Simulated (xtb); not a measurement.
xtb input for C3H11NSi2, SMILES [SiH3]C(=C)C[SiH2]N, GFN2-xTB. 

```
$ xtb mol.xyz --gfn 2 --sp --chrg 0 --uhf 0 --json
$ cat mol.xyz
17

C     -1.02377702    -1.41359483     0.90551170
C     -1.01905062    -0.22654278     0.31605035
Si    -2.61499409     0.74657902     0.03392106
C      0.22939284     0.44559447    -0.17386825
Si     1.87504502    -0.49755614    -0.03050116
N      2.99055928     0.46632093    -0.92834437
H     -1.93909533    -1.86771624     1.25012353
H     -0.12434821    -1.98554159     1.07349220
H     -2.80995257     0.94549655    -1.40650173
H     -2.49662216     2.06307500     0.67203496
H     -3.75720946     0.02689913     0.59695681
H      0.07806216     0.71349251    -1.22351495
H      0.31848928     1.40054526     0.35425396
H      1.87123193    -1.78613006    -0.72527449
H      2.22841980    -0.68799594     1.38888759
H      3.00291500     1.46326256    -0.78423486
H      3.93409032     0.13130492    -1.03185411
```

It prints:

```
[banner left out]
          |                Calculation Setup                |
           -------------------------------------------------



           -------------------------------------------------
          |                 G F N 2 - x T B                 |
           -------------------------------------------------

        Reference                      10.1021/acs.jctc.8b01176
      * Hamiltonian:
        H0-scaling (s, p, d)           1.850000    2.230000    2.230000
        zeta-weighting                 0.500000
      * Dispersion:
        s8                             2.700000
        a1                             0.520000
        a2                             5.000000
        s9                             5.000000
      * Repulsion:
        kExp                           1.500000    1.000000
        rExp                           1.000000
      * Coulomb:
        alpha                          2.000000
        third order                    shell-resolved
        anisotropic                    true
        a3                             3.000000
        a5                             4.000000
        cn-shift                       1.200000
        cn-exp                         4.000000
        max-rad                        5.000000


          ...................................................
          :                      SETUP                      :
          :.................................................:
          :  # basis functions                  47          :
          :  # atomic orbitals                  45          :
          :  # shells                           25          :
          :  # electrons                        36          :
          :  max. iterations                   250          :
          :  Hamiltonian                  GFN2-xTB          :
          :  restarted?                      false          :
          :  GBSA solvation                  false          :
          :  PC potential                    false          :
          :  electronic temp.          300.0000000     K    :
          :  accuracy                    1.0000000          :
          :  -> integral cutoff          0.2500000E+02      :
          :  -> integral neglect         0.1000000E-07      :
          :  -> SCF convergence          0.1000000E-05 Eh   :
          :  -> wf. convergence          0.1000000E-03 e    :
          :  Broyden damping             0.4000000          :
          :  net charge                          0          :
          :  unpaired electrons                  0          :
          ...................................................

 iter      E             dE          RMSdq      gap      omega  full diag
   1    -18.5345234 -0.185345E+02  0.595E+00    3.86       0.0  T
   2    -18.6389471 -0.104424E+00  0.306E+00    4.15       1.0  T
   3    -18.6410879 -0.214078E-02  0.225E+00    4.11       1.0  T
   4    -18.6444470 -0.335912E-02  0.116E+00    4.16       1.0  T
   5    -18.6440221  0.424946E-03  0.529E-01    4.18       1.0  T
   6    -18.6447432 -0.721092E-03  0.163E-01    4.17       1.0  T
   7    -18.6447594 -0.162602E-04  0.862E-02    4.18       1.0  T
   8    -18.6447905 -0.310135E-04  0.411E-02    4.17       1.0  T
   9    -18.6447976 -0.711308E-05  0.177E-02    4.17       1.4  T
  10    -18.6447980 -0.401164E-06  0.976E-03    4.17       2.5  T
  11    -18.6447984 -0.403180E-06  0.475E-03    4.17       5.1  T
  12    -18.6447984 -0.495754E-07  0.125E-03    4.17      19.4  T
  13    -18.6447984 -0.907015E-09  0.552E-04    4.17      43.9  T
  14    -18.6447984 -0.252356E-09  0.180E-04    4.17     134.6  T

   *** convergence criteria satisfied after 14 iterations ***

         #    Occupation            Energy/Eh            Energy/eV
      -------------------------------------------------------------
         1        2.0000           -0.7201933             -19.5975
       ...           ...                  ...                  ...
        12        2.0000           -0.4239525             -11.5363
        13        2.0000           -0.4215245             -11.4703
        14        2.0000           -0.4188545             -11.3976
        15        2.0000           -0.4117529             -11.2044
        16        2.0000           -0.3868618             -10.5270
        17        2.0000           -0.3840691             -10.4511
        18        2.0000           -0.3683373             -10.0230 (HOMO)
        19                         -0.2149532              -5.8492 (LUMO)
        20                         -0.1723130              -4.6889
        21                         -0.1684871              -4.5848
        22                         -0.1543400              -4.1998
        23                         -0.1497853              -4.0759
       ...                                ...                  ...
        45                          0.7390956              20.1118
      -------------------------------------------------------------
                  HL-Gap            0.1533841 Eh            4.1738 eV
             Fermi-level           -0.2916453 Eh           -7.9361 eV

 SCC (total)                   0 d,  0 h,  0 min,  0.016 sec
 SCC setup                      ...        0 min,  0.000 sec (  0.697%)
 Dispersion                     ...        0 min,  0.000 sec (  0.637%)
 classical contributions        ...        0 min,  0.001 sec (  4.246%)
 integral evaluation            ...        0 min,  0.002 sec ( 13.286%)
 iterations                     ...        0 min,  0.008 sec ( 51.890%)
 molecular gradient             ...        0 min,  0.005 sec ( 28.517%)
 printout                       ...        0 min,  0.000 sec (  0.637%)

         :::::::::::::::::::::::::::::::::::::::::::::::::::::
         ::                     SUMMARY                     ::
         :::::::::::::::::::::::::::::::::::::::::::::::::::::
         :: total energy             -18.384648062263 Eh    ::
         :: gradient norm              0.000319966013 Eh/a0 ::
         :: HOMO-LUMO gap              4.173794112120 eV    ::
         ::.................................................::
         :: SCC energy               -18.644782709863 Eh    ::
         :: -> isotropic ES            0.037333998801 Eh    ::
         :: -> anisotropic ES          0.009055115268 Eh    ::
         :: -> anisotropic XC          0.009628114580 Eh    ::
         :: -> dispersion             -0.012537160353 Eh    ::
         :: repulsion energy           0.260134647600 Eh    ::
         :: add. restraining           0.000000000000 Eh    ::
         :: total charge               0.000000000000 e     ::
         :::::::::::::::::::::::::::::::::::::::::::::::::::::

           -------------------------------------------------
          |                Property Printout                |
           -------------------------------------------------

    * Orbital Energies and Occupations

         #    Occupation            Energy/Eh            Energy/eV
      -------------------------------------------------------------
         1        2.0000           -0.7201933             -19.5975
       ...           ...                  ...                  ...
         6        2.0000           -0.5148285             -14.0092
         7        2.0000           -0.5075637             -13.8115
         8        2.0000           -0.4801602             -13.0658
         9        2.0000           -0.4725996             -12.8601
        10        2.0000           -0.4520335             -12.3005
        11        2.0000           -0.4407736             -11.9941
        12        2.0000           -0.4239525             -11.5363
        13        2.0000           -0.4215245             -11.4703
        14        2.0000           -0.4188545             -11.3976
        15        2.0000           -0.4117529             -11.2044
        16        2.0000           -0.3868618             -10.5270
        17        2.0000           -0.3840691             -10.4511
        18        2.0000           -0.3683373             -10.0230 (HOMO)
        19                         -0.2149532              -5.8492 (LUMO)
        20                         -0.1723130              -4.6889
        21                         -0.1684871              -4.5848
        22                         -0.1543400              -4.1998
        23                         -0.1497853              -4.0759
        24                         -0.1424214              -3.8755
        25                         -0.1206078              -3.2819
        26                         -0.0655831              -1.7846
        27                         -0.0492861              -1.3411
        28                         -0.0224020              -0.6096
        29                         -0.0161654              -0.4399
       ...                                ...                  ...
        45                          0.7390956              20.1118
      -------------------------------------------------------------
                  HL-Gap            0.1533841 Eh            4.1738 eV
             Fermi-level           -0.2916453 Eh           -7.9361 eV

     #   Z          covCN         q      C6AA      α(0)
     1   6 C        2.861    -0.102    30.573     9.063
     2   6 C        2.841    -0.099    30.484     9.048
     3  14 Si       3.667     0.445    98.755    19.045
     4   6 C        3.718    -0.158    23.689     6.952
     5  14 Si       3.536     0.476    99.992    19.282
     6   7 N        2.541    -0.415    30.816     8.244
     7   1 H        0.926     0.022     2.710     2.574
     8   1 H        0.926     0.021     2.723     2.580
     9   1 H        0.917    -0.105     5.748     3.750
    10   1 H        0.917    -0.107     5.800     3.767
    11   1 H        0.918    -0.110     5.924     3.807
    12   1 H        0.924     0.022     2.705     2.572
    13   1 H        0.924     0.014     2.821     2.627
    14   1 H        0.918    -0.095     5.401     3.635
    15   1 H        0.915    -0.101     5.585     3.696
    16   1 H        0.861     0.150     1.400     1.853
    17   1 H        0.861     0.142     1.458     1.892

 Mol. C6AA /au·bohr⁶  :       3836.801397
 Mol. C8AA /au·bohr⁸  :     122850.971196
 Mol. α(0) /au        :        104.387314


Wiberg/Mayer (AO) data.
largest (>0.10) Wiberg bond orders for each atom

 ---------------------------------------------------------------------------
     #   Z sym  total        # sym  WBO       # sym  WBO       # sym  WBO
 ---------------------------------------------------------------------------
     1   6 C    3.991 --     2 C    1.950     7 H    0.979     8 H    0.971
     2   6 C    3.968 --     1 C    1.950     4 C    1.050     3 Si   0.890
     3  14 Si   3.635 --     9 H    0.895    10 H    0.895    11 H    0.894
                             2 C    0.890
     4   6 C    3.973 --     2 C    1.050    12 H    0.971    13 H    0.970
                             5 Si   0.862
     5  14 Si   3.793 --     6 N    1.137    14 H    0.886    15 H    0.879
                             4 C    0.862
     6   7 N    3.183 --     5 Si   1.137    17 H    0.975    16 H    0.968
     7   1 H    0.999 --     1 C    0.979
     8   1 H    1.000 --     1 C    0.971
     9   1 H    0.989 --     3 Si   0.895
    10   1 H    0.989 --     3 Si   0.895
    11   1 H    0.987 --     3 Si   0.894
    12   1 H    1.000 --     4 C    0.971
    13   1 H    1.000 --     4 C    0.970
    14   1 H    0.991 --     5 Si   0.886
    15   1 H    0.990 --     5 Si   0.879
    16   1 H    0.977 --     6 N    0.968
    17   1 H    0.980 --     6 N    0.975
 ---------------------------------------------------------------------------

Topologies differ in total number of bonds
Writing topology from bond orders to xtbtopo.mol

molecular dipole:
Note: The following floating-point exceptions are signalling: IEEE_UNDERFLOW_FLAG IEEE_DENORMAL
normal termination of xtb
                 x           y           z       tot (Debye)
 q only:        0.383       0.204      -0.014
   full:        0.498       0.345       0.100       1.561
molecular quadrupole (traceless):
                xx          xy          yy          xz          yz          zz
 q only:        3.719       0.311      -1.017       0.327       0.072      -2.702
  q+dip:        2.065       3.234       0.712       0.601      -0.589      -2.777
   full:        3.878       3.028       0.121       0.373      -0.226      -3.999


           -------------------------------------------------
          | TOTAL ENERGY              -18.384648062263 Eh   |
          | GRADIENT NORM               0.000319966013 Eh/α |
          | HOMO-LUMO GAP               4.173794112120 eV   |
           -------------------------------------------------

------------------------------------------------------------------------
------------------------------------------------------------------------
 total:
 SCF:
```

The run converged.
